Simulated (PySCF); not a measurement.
# Correlation energy of Ru²⁶⁺ (ruthenium, charge +26)

[Ar], closed-shell 1S. Calculation: PySCF 2.14, in an even-tempered Gaussian basis (18 s from 3.4 bohr⁻², ratio 2.5; 12 p from 4.4 bohr⁻², ratio 2.5; 5 d from 21 bohr⁻², ratio 2.7; 4 f from 32 bohr⁻², ratio 2.7); scalar relativity by spin-free X2C-1e. Frozen: 1s2; 16 electrons correlated; the 21 highest virtual orbitals of each spin left out.

```tsv
level	correlation energy (mhartree)
CCSD	-643.53
(T)	-1.81
CCSD(T)	-645.34
```

Diagnostics: T1 = 0.00053, D1 = 0.0012, largest double amplitude 0.020.

Task: Is a single reference adequate?

Result: Yes, within this model without spin-orbit coupling: T1 lies below 0.03 and no double amplitude reaches 0.07.

At this charge the one-electron X2C treatment keeps the bare 1/r₁₂, with no two-electron picture change or Breit term. The effect here is smaller than on the frozen 1s shell; and a scalar Hamiltonian misses the large spin-orbit splitting of the p shells, which matters for ns² → np² pairs.
